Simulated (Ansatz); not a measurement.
Program: Ansatz. Geometries: PBE0-D4/def2-TZVP. ΔE: electronic, gas phase. CCSD(T)/CBS adds triple-zeta CCSD(T) − MP2 to the extrapolated MP2 energy (def2 sets, frozen cores). This one scheme is used for every species. Functionals use def2-TZVPP. def2 core potentials past Kr. For Te outer-core shells are correlated without core-valence functions, which leaves a few kJ/mol of doubt a bond. Each species was taken in one conformer, which may not be the lowest.

Reaction (substitution at a C–Te bond): `F[SiH2]C[TeH]` + H–F → `FC[SiH2]F` + H₂Te

(1) Is it downhill or uphill in electronic energy at CCSD(T)/CBS, and by how much? (Best estimate.)

(2) What do these levels give: PBE0-D4, B2PLYP, SCS-MP2/def2-TZVPP, MP2/def2-QZVPP, HF/CBS(def2), MP2/CBS(def2)? (An estimate is asked.)

Largest T1 diagnostic among the species: 0.011.

Results:

(1) Ansatz gave: Uphill: ΔE = +97.2 kJ/mol.

(2) Computed: PBE0-D4 82.3, B2PLYP 76.2, SCS-MP2/def2-TZVPP 91.3, MP2/def2-QZVPP 110.7, HF/CBS(def2) 55.5, MP2/CBS(def2) 114.5 kJ/mol.

From PBE to PBE0 (25 % exact exchange), in def2-TZVPP and without D4, ΔE moves by +4.4 kJ/mol. The D4 term adds +12.7 kJ/mol with B3LYP and +6.7 kJ/mol with PBE0; it sums over pairs of atoms, weighted by their polarisabilities, and B3LYP, whose exchange is more repulsive, gets the larger term.

B3LYP here is the variant with VWN-RPA as its local correlation; programs differ in this.
